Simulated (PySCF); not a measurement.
**Vertical excitation energies**

C7H9F3.
SMILES: `C1[C@@H]2[C@H]1[C@H](CC(F)(F)F)C2`

Computed with TDDFT wB97X-D/def2-SVPD, vertical, gas phase, core orbitals frozen in the response (PySCF). Isolated species at its PBE0-D3(BJ)/def2-SVP geometry (one conformer only). Torsions of this conformer, `[F:1][C:2]([F:3])([F:4])[CH2:5][C@@H:6]1[CH2:7][C@@H:8]2[CH2:9][C@H:10]12`: F1–C2–C5–C6 -59°, C2–C5–C6–C7 -70°.

```
state  E (eV)  ν̃ (cm⁻¹)       f  |μ| (D)  main configurations (H = HOMO, L = LUMO)
   S1    7.74      62440  0.0013     0.21                    H→L (67%), H→L+1 (24%)
   S2    8.19      66040   0.027     0.93                  H→L+2 (67%), H→L+3 (13%)
   S3    8.22      66310   0.040     1.13       H→L+1 (62%), H→L+2 (15%), H→L (14%)
   S4    8.43      68010  0.0000     0.03                 H-1→L (73%), H-1→L+1 (9%)
   S5    8.70      70150   0.012     0.61    H→L+3 (51%), H→L+4 (12%), H-1→L+2 (9%)
   S6    8.76      70620   0.013     0.62                             H-1→L+1 (77%)
   S7    8.85      71420  0.0084     0.50                             H-1→L+2 (67%)
   S8    9.21      74280  0.0055     0.40                  H→L+7 (56%), H→L+6 (14%)
   S9    9.26      74730   0.010     0.54               H-1→L+3 (45%), H-1→L+4 (9%)
  S10    9.46      76330   0.017     0.69    H-2→L (47%), H→L+5 (13%), H-2→L+2 (9%)
```

Triplets (Tamm–Dancoff): T1 7.64 eV, H→L (62%), H→L+1 (24%); T2 7.75 eV, H→L+2 (41%), H→L+1 (11%); T3 8.14 eV, H→L+1 (50%), H→L+2 (23%), H→L (16%); T4 8.28 eV, H-1→L (67%), H-1→L+1 (11%).

The lowest singlet lies at 7.74 eV (160 nm, vacuum ultraviolet) and is very weak; its leading configuration is HOMO→LUMO (67%). The strongest level in the table is S3 at 8.22 eV (151 nm, f = 0.040). Löwdin shares by element: HOMO carbon 75% or more (atoms not listed hold the other 25%); LUMO carbon 27% or more, hydrogen 7% or more (atoms not listed hold the other 66%). Orbital energies (eV): HOMO-3 -11.34, HOMO-2 -11.24, HOMO-1 -10.24, HOMO -9.62, LUMO 2.34, LUMO+1 2.64, LUMO+2 2.78. Of the 10 states listed, 6 reach f = 0.01 and 1 stays under 0.0005. Weighted by f, the mean energy of these states is 8.62 eV. All these states lie below the vertical ionisation energy of 9.80 eV (ΔSCF). Only the lowest 10 singlets were computed, as vertical energies without vibronic structure.

Hardware: an Arm Neoverse V1 with one thread, shared host. Cost: 6.1 min of wall time.
